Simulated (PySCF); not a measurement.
Constitutional and geometric isomers with formula H6Si3. Isolated molecules, 0 K electronic values unless said otherwise. Strings in code marks are SMILES.

Quantity: electronic energy of isomers of H6Si3 relative to `[SiH2]1[SiH2][SiH2]1`, in eV.

Level 1: PBE-D3(BJ)/def2-TZVP // B3LYP-D3(BJ)/def2-TZVP (PySCF)
Level 2: B3LYP/6-311+G** // B3LYP-D3(BJ)/def2-TZVP (PySCF)
Level 3: BP86/6-31G* // B3LYP-D3(BJ)/def2-TZVP (PySCF)
Level 4: PBE/6-31G* // B3LYP-D3(BJ)/def2-TZVP (PySCF)

| species | level 2 | level 3 | level 4 |
|---|---|---|---|
| `[SiH2]=[SiH][SiH3]` | 0.369 | 0.45 | 0.50 |

**Question.** What does level 1 give for each?

**Answer.** 
- `[SiH2]=[SiH][SiH3]`: 0.50
